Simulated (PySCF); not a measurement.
**Polarisability and C₆ of Cu³⁺ (copper, charge +3)**

[Ar] 3d8, high-spin 3F determinant. Computed with PySCF 2.14 in aug-cc-pVQZ-PP with ECP10MDF (7s7p6d4f3g2h, 135 functions), with scalar relativity through the core potential. Coupled (time-dependent) response in atomic units; α is the mean over directions.

```tsv
method	mean α (bohr³)	C₆ (like pair)	S(−4)
revPBE	1.614	3.664	0.9207
```

S(−4) is the Cauchy moment in α(ω) = α(0) + S(−4) ω² + …

α(iu) at revPBE:

| u (hartree) | α(iu) (bohr³) |
| --- | --- |
| 0 | 1.614 |
| 0.0500 | 1.612 |
| 0.100 | 1.605 |
| 0.200 | 1.579 |
| 0.300 | 1.539 |
| 0.500 | 1.431 |
| 0.750 | 1.282 |
| 1.00 | 1.143 |
| 1.50 | 0.9161 |
| 2.00 | 0.7484 |
| 3.00 | 0.5238 |
| 5.00 | 0.2939 |

A single London oscillator, α(iu) = α/(1 + u²/ω²), gives C₆ = (3/4) ω α². Matching the computed C₆ needs ω = 4 × 3.664 / (3 × 1.614²) = 1.88 hartree.

For an ion, C₆ is the dispersion term alone; charge-induced terms of lower order in 1/R come first.

Energies and moments cover only the electrons outside the core potential.
